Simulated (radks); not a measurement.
Effect of the nuclear size on the calcium ion Ca2+, [Ar]. Calculated with a radial shooting solver on a logarithmic mesh with Libxc functionals: Dirac Kohn-Sham, relativistic LDA (MacDonald-Vosko exchange, VWN5 correlation), spin-unpolarised, spherical densities, finite nucleus; Fermi nuclear charge, rms radius 3.4776 fm. The rms radius is varied about that value; shifts are against it.

| rms radius (fm) | total energy shift (eV) | density at nucleus (e/bohr^3) | 1s1/2 shift (meV) | 2s1/2 shift (meV) | 2p1/2 shift (meV) | 3s1/2 shift (meV) |
|---|---|---|---|---|---|---|
| 3.0116 | -0.00748 | 6122 | -3.15 | -0.250 | 0.037 | -0.032 |
| 3.2098 | -0.00443 | 6112 | -1.86 | -0.148 | 0.022 | -0.019 |
| 3.4776 | 0 | 6099 | 0.000 | 0.000 | 0.000 | 0.000 |
| 3.7036 | 0.00400 | 6089 | 1.69 | 0.134 | -0.020 | 0.017 |
| 4.2183 | 0.0140 | 6069 | 5.91 | 0.470 | -0.069 | 0.060 |

Slopes of the eigenvalues against <r^2> in GHz/fm^2, as finite differences over the two radii next to the reference (eigenvalue slopes, not the field-shift constants of lines): 1s1/2 252, 2s1/2 20.0, 2p1/2 -2.95, 3s1/2 2.55.
